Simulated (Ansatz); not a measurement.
`CS[Si]SC` + H₂ → `CS[SiH]` + CH₃SH  (hydrogenolysis of the Si–S bond)

Gas-phase electronic energies from Ansatz, PBE0-D4/def2-TZVP geometries. CBS: MP2 limit from def2 TZ/QZ plus the TZ coupled-cluster correction, frozen cores. This one scheme is used for every species. One conformer a species, not always the lowest.

```csv
species,CCSD(T)/def2-TZVPP energy (Eh)
`CS[Si]SC`,-1164.21338
H₂,-1.17233
`CS[SiH]`,-727.20205
CH₃SH,-438.16519
```

(1) Work out ΔE.

(2) What do rigid-rotor, harmonic-oscillator terms from PBE0-D4/def2-TZVP frequencies (298.15 K, 1 bar) make of the CCSD(T)/CBS value? (Best estimate.)

Largest T1 diagnostic among the species: 0.016.

Results:

(1) ΔE = (-727.20205) + (-438.16519) − (-1164.21338) − (-1.17233) = 0.01847 Eh = +11.6 kcal/mol. CCSD(T)/CBS gives +13.1 kcal/mol.

(2) Ansatz gave: ΔZPE = +2.1 kcal/mol, ΔH = +14.0 kcal/mol, ΔS = 52 J/(mol·K), ΔG = +10.2 kcal/mol.

Leaving LDA and LC-ωPBE aside and taking each functional with its dispersion term where it has one, the values, not all of them listed here, spread over 6.2 kcal/mol, from ωB97X-V to revPBE-D4. LDA lies +2.1 kcal/mol from PBE without D4. From r2SCAN to r2SCAN0 (25 % exact exchange), in def2-TZVPP and without D4, ΔE moves by −1.8 kcal/mol.
